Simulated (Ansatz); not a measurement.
A run for Ansatz (a first-principles code): R-r2SCAN/def2-TZVPP on CH5NOSn (SMILES C[O][Sn][NH2]), a point of a torsion scan. Elements past Kr take the def2 small-core potentials; no spin–orbit coupling.

Ansatz 0.2 input:
```yaml
crystal:
  periodic: [false, false, false]
  atoms:
    - {symbol: C, position_ang: [-1.84415878, -0.21445317, 0.20479861]}
    - {symbol: O, position_ang: [-0.44988650, -0.17323789, 0.15565089]}
    - {symbol: Sn, position_ang: [1.12265075, 0.81758666, 1.05437667]}
    - {symbol: N, position_ang: [2.45671938, -0.22100054, -0.08187712]}
    - {symbol: H, position_ang: [-2.27178102, 0.48323262, 0.93246986]}
    - {symbol: H, position_ang: [-2.16758699, -1.22589907, 0.46877652]}
    - {symbol: H, position_ang: [-2.24852781, 0.02934986, -0.78227983]}
    - {symbol: H, position_ang: [2.14066925, -0.90743056, -0.75524701]}
    - {symbol: H, position_ang: [3.46636083, -0.18596346, -0.11133461]}
basis:
  gaussian:
    orbitals: def2-TZVPP
hamiltonian:
  xc: {name: r2SCAN}
scf: {lower_state_search: off}
```

Output:

```
WARN ansatz: RAYON_NUM_THREADS=1 ignored (pool sized by the plan → 1); use --threads N
Functional definition: r2SCAN
these checks for a lower state are left out or cut short: stability, starts, cluster_reference, orbital_swaps, neighbouring_geometries, increment
integrals: 0.12 GiB planned
1169 factors; their error is unknown
mean field: 0.86 GiB planned
mean field evaluation 1: about -10471.2402 eV, gradient 9.5e1 eV
mean field evaluation 2: about -10352.0558 eV, gradient 2.2e2 eV
mean field evaluation 4: about -10487.8711 eV, gradient 3.0e1 eV
mean field evaluation 8: about -10489.4725 eV, gradient 2.0e-1 eV
mean field evaluation 16: about -10489.4595 eV, gradient 7.1e-4 eV
mean field -10489.45950974 eV, -385.4805269719 hartree, gradient 5.9e-6 eV, S^2 0.000000; 0 other end points of the search recorded, 0 dependent functions left out
reference -10489.45952393 eV, -385.4805274933 hartree; 24, 24 occupied and 189, 189 virtual orbitals, 1169 factors
Total energy: -10489.45952393 eV, -385.4805274933 hartree
Checks for a lower state left out: stability, starts, cluster_reference, orbital_swaps, neighbouring_geometries, increment
```

The run converged.

Cost: roughly 2.7 core-seconds.
